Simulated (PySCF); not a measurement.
SnHBr, SMILES [SnH][Br] (connectivity only; charge and spin as stated), neutral, multiplicity 1.

Coordinates come from a PBE0-D3(BJ)/def2-TZVP optimisation. The def2 effective core potentials stand for the cores of Sn; spin–orbit coupling is left out.

Vertical ionisation energy (IE) and electron affinity (EA) in eV. Rows of orbital energies are one-electron estimates. Where ΔSCF, EOM or ADC give a negative EA the extra electron is unbound and the value depends on the basis.

```tsv
level	IE	EA
−ε(HOMO), −ε(LUMO), CAM-B3LYP/def2-TZVPD (PySCF)	8.22	2.23
−ε(HOMO), −ε(LUMO), B3LYP/def2-TZVPD (PySCF)	6.82	3.38
```
